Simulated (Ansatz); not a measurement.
This geometry of AlCl$_{2}$H$_{3}$S (7 atoms, charge 0, multiplicity 1) is a first-order saddle point.

Theory: Ansatz 0.2.0, RKS r2SCAN-D4/def2-SVP.

```xyz
7
Properties=species:S:1:pos:R:3
Al 0.065 -0.322 -0.076
H -0.078 -0.086 1.585
Cl 1.866 0.449 -0.827
Cl -1.777 -0.062 -1.060
S 0.332 -2.574 0.646
H -1.004 -2.795 0.601
H 0.096 -1.253 1.531
```

Question: Which two structures does it join? (They come from a converged band through this point; their orientation in space is the band's.)

Answer: Bonds broken: Al1–H2, S5–H7. Bonds formed: H2–H7. AlCl2H3S becomes AlCl2HS + H2.

First end point:

```xyz
7
Properties=species:S:1:pos:R:3
Al 0.053 0.035 0.027
H -0.074 0.665 1.466
Cl 1.850 0.314 -1.061
Cl -1.720 -0.216 -1.129
S 0.311 -2.434 0.686
H -0.980 -2.730 0.403
H 0.060 -2.277 2.007
```

Last end point:

```xyz
7
Properties=species:S:1:pos:R:3
Al 0.105 -0.774 -0.277
H -0.008 0.252 1.781
Cl 1.814 0.376 -0.663
Cl -1.786 -0.005 -0.766
S 0.347 -2.885 0.195
H -0.987 -3.114 0.173
H 0.014 -0.493 1.956
```

Question: How far does it lie above each of them?

Answer: 0.56 eV above the first and 0.88 eV above the second. This is the barrier of this one path; another mechanism may lie lower. The orbitals stay closed-shell, which can raise the energy where a bond breaks towards radicals; this wasn't checked here.

Time of the run: 5.9 min on 2 threads of Arm Neoverse V1 (shared host), peak memory 0.15 GiB.
